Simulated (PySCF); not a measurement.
2-methylidene-1,3-dithiole (C₄H₄S₂), SMILES C=C1SC=CS1.

The structure is a stationary point at TPSSh-D3(BJ)/def2-SVP.

Vertical ionisation energy (IE) and electron affinity (EA) in eV. Rows of orbital energies are one-electron estimates. Where ΔSCF, EOM or ADC give a negative EA the extra electron is unbound and the value depends on the basis.

```json
[
 {"level": "−ε(HOMO), −ε(LUMO), r2SCAN/def2-TZVP (PySCF)", "IE": "4.72", "EA": "1.14"},
 {"level": "−ε(HOMO), −ε(LUMO), PBE/def2-TZVP (PySCF)", "IE": "(withheld)", "EA": "(withheld)"}
]
```

Task: Some entries are withheld; supply them. (An estimate is asked for; the answer gives what the named calculation found.)

Result: 
- −ε(HOMO), −ε(LUMO), PBE/def2-TZVP (PySCF), IE: 4.58
- −ε(HOMO), −ε(LUMO), PBE/def2-TZVP (PySCF), EA: 1.33
